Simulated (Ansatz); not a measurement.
Basis-set extrapolation for C$_{5}$H$_{8}$O$_{2}$S (`CC1C=CCS1(=O)=O`) (PBE0-D4/def2-TZVP geometry, frozen core, the Gaussian-basis code of Ansatz). Multiplicity 1, RHF reference.

|  | def2-TZVPP | def2-QZVPP |
| --- | --- | --- |
| HF | -741.355590 | -741.384757 |
| MP2 correlation | -1.485461 | -1.594167 |
| CCSD(T) correlation | -1.592144 | not run |

Energies in hartree. Use E(X) = E(∞) + A·exp(−7.88·√X) for Hartree–Fock and E(X) = E(∞) + B·X^(−2.97) for correlation, with X = 3 and 4, and add CCSD(T) minus MP2 of the smaller set to the MP2 limit.

**Question.** What is the CCSD(T) energy at the basis-set limit?

**Answer.** HF limit: -741.384757 + (-0.029167) × 0.13774 = -741.38877. MP2 limit: -1.594167 + (-0.108706) × 0.74074 = -1.67469. Higher-order term: -1.592144 − (-1.485461) = -0.10668. Total: -743.17014 hartree, 139.6 kcal/mol below CCSD(T)/def2-TZVPP.
